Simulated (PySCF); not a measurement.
CH2I, SMILES I[CH2] (connectivity only; charge and spin as stated), charge +1, multiplicity 1.

The structure is a stationary point at PBE-D3(BJ)/def2-TZVP. The spin state was assumed, not searched. The isomer is the one that the SMILES or the coordinates give; other isomers of the formula were not compared. The def2 effective core potentials stand for the cores of I; spin–orbit coupling is left out.

Level of theory: PBE/def2-TZVPD (PySCF).

Symmetry labels are those of the subgroup C2v that the program uses (full group C2v).

Computed valence orbital energies around the gap with their symmetry:
```json
[
 {"orbital": "HOMO−7", "symmetry": "A2", "energy (eV)": "-57.04"},
 {"orbital": "HOMO−6", "symmetry": "A1", "energy (eV)": "-56.97"},
 {"orbital": "HOMO−5", "symmetry": "A1", "energy (eV)": "-26.54"},
 {"orbital": "HOMO−4", "symmetry": "A1", "energy (eV)": "-22.61"},
 {"orbital": "HOMO−3", "symmetry": "B2", "energy (eV)": "-18.14"},
 {"orbital": "HOMO−2", "symmetry": "A1", "energy (eV)": "-16.89"},
 {"orbital": "HOMO−1", "symmetry": "B1", "energy (eV)": "-14.82"},
 {"orbital": "HOMO", "symmetry": "B2", "energy (eV)": "-13.21"},
 {"orbital": "LUMO", "symmetry": "B1", "energy (eV)": "-11.44"},
 {"orbital": "LUMO+1", "symmetry": "A1", "energy (eV)": "-7.71"},
 {"orbital": "LUMO+2", "symmetry": "A1", "energy (eV)": "-4.84"},
 {"orbital": "LUMO+3", "symmetry": "A1", "energy (eV)": "-3.89"}
]
```
